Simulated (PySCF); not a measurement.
An unknown gives this computed stick spectrum. Method: TDDFT PBE0/def2-SVPD, vertical, gas phase, core orbitals frozen in the response in PySCF 2.14.0, density-fitted response routines. Geometries: GFN2-xTB, one conformer each.

```tsv
state	E (eV)	f
S1	5.12	0.0004
S2	5.54	0.0010
S3	5.70	0.014
S4	5.80	0.011
S5	6.12	0.0001
S6	6.19	0.0001
S7	6.43	0.017
S8	6.44	0.0005
```

Question: Which candidate is it? All have the formula C4H8SSi.
A. `S=C1CC[SiH2]C1`
B. `CCC#C[SiH2]S`
C. `C#C[SiH2]CSC`

Answer: C. Its S1 lies at 5.12 eV; the nearest of the others has S1 at 5.56 eV. S1 is HOMO→LUMO (75%), HOMO→LUMO+2 (16%). Löwdin shares by element: HOMO sulfur 71%, carbon 20% or more; LUMO carbon 47% or more, silicon 20%, sulfur 8% (atoms not listed hold the other 25%). At the same level the other candidates give, for their lowest levels:
- `S=C1CC[SiH2]C1`: 2.52 eV (f 0.000); 5.40 eV (f 0.140); 5.43 eV (f 0.053); 5.73 eV (f 0.039); 5.84 eV (f 0.121); T1 2.05 eV; HOMO -6.23, LUMO -1.99 eV
- `CCC#C[SiH2]S`: 5.56 eV (f 0.043); 5.77 eV (f 0.000); 6.03 eV (f 0.002); 6.10 eV (f 0.008); 6.15 eV (f 0.017); T1 4.81 eV; HOMO -7.22, LUMO -0.43 eV

The values belong to the conformer `[CH:1]#[C:2][SiH2:3][CH2:4][S:5][CH3:6]`: C2–Si3–C4–S5 180°, Si3–C4–S5–C6 180°.
Triplets come from the Tamm–Dancoff approximation.
